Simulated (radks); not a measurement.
Problem. The mean radii <r> (bohr) of the occupied orbitals of an atom or ion are listed with their occupations. All-electron calculation, Dirac Kohn-Sham, PBE, spin-unpolarised, spherical densities, point nucleus. Program: a radial shooting solver on a logarithmic mesh with Libxc functionals.

orbital  occ.      <r>
1s1/2       2  0.03516
2s1/2       2   0.1534
2p1/2       2   0.1308
2p3/2       4   0.1353
3s1/2       2   0.4287
3p1/2       2   0.4233
3p3/2       4   0.4339
3d3/2       4   0.4132
3d5/2       6   0.4167
4s1/2       2    1.109
4p1/2       2    1.218
4p3/2       4    1.250
4d3/2       4    1.883
4d5/2       1    1.906

Name the element and its charge. Open shells, if any, fill j = l - 1/2 first.

Solution. Z = 42, molybdenum, charge +1: Mo+ in [Kr] 4d5. The 1s radius gives Z: for a bare nucleus <r> = (2 gamma + 1)/(2Z) with gamma = sqrt(1 - (Z/c)^2), 0.03457 bohr for Z = 42, and screening makes it slightly larger (0.03516 here). The occupations add up to 41, and the charge is Z minus that.
